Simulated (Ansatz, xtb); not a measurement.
A geometry optimisation of H2OSeSi with r2SCAN-D4/def2-SVP

The starting geometry of this gas-phase singlet was built from a drawn formula by distance geometry and a force field; its bonds are those of `[OH+]1[SiH-][Se]1`.

```xyz
5

O    -1.3790   -1.0090    1.5259
Se   -1.1640    0.8620    1.8713
Si    0.1382   -0.5016    1.8187
H    -1.9962   -1.7974    1.2749
H     1.5882   -0.8041    1.9125
```

**Question.** Predict what becomes of its bonds when it is optimised with r2SCAN-D4/def2-SVP.

**Answer.** A bond breaks, leaving `O[SiH]=[Se]`. Contacts that open: O1–Se2 (1.91 → 3.31 Å).

The energy falls by 7.17 eV over 15 steps:

```csv
step,E − E(last) (eV)
1,7.165
3,2.563
4,1.472
6,0.284
7,0.176
9,0.099
10,0.080
12,0.000
13,0.000
15,0.000
```

Final geometry (Å):

```json
{"atom": "O", "x (Å)": "-1.5387", "y (Å)": "-1.3642", "z (Å)": "1.4280"}
{"atom": "Se", "x (Å)": "-0.6048", "y (Å)": "1.7361", "z (Å)": "2.1083"}
{"atom": "Si", "x (Å)": "-0.3378", "y (Å)": "-0.2879", "z (Å)": "1.7748"}
{"atom": "H", "x (Å)": "-1.2765", "y (Å)": "-2.2851", "z (Å)": "1.2938"}
{"atom": "H", "x (Å)": "0.9451", "y (Å)": "-1.0490", "z (Å)": "1.7984"}
```

From the same start GFN2-xTB reaches the same bonding as this run.

The end wasn't checked by frequencies. Run with Ansatz 0.2.0, 30 s on 1 thread of Arm Neoverse V2, with other jobs on the host.
